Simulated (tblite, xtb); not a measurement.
FGa, charge -1, doublet, at a GFN2-xTB geometry (such geometries of metal compounds can be far from the true shape) (a state made from the parent by changing its charge; the spin is typed, not shown lowest). Base run: GFN1-xTB (xtb).

The xtb input:
```
$ xtb mol.xyz --gfn 1 --chrg -1 --uhf 1 --json

# file mol.xyz
2

Ga    -0.00000000    -0.00000000    -0.45205283
F      0.00000000     0.00000000     1.55707084
```

Programs used: tblite, xtb; a row that names a program was run with it.

Each row names what was changed in the base input (with any setting that the change needs).

```csv
change,ΔE vs base (kJ/mol),SCF cycles
base,0.00,8
etemp = 5000,-54.6,8
acc = 0.0001,0.00,11
alpb = acetonitrile,-243.6,8
acc = 0.1,0.00,8
program = tblite; method = gfn1; option = --grad,0.01,-
etemp = 1000,-8.07,8
acc = 1000,0.00,5
program = tblite; method = gfn1,0.01,-
"program = tblite; method = gfn1; option = (--guess, eeq)",0.01,-
```

ALPB and GBSA are two models with their own fitted parameters for each solvent, which aren't always the measured dielectric constant.
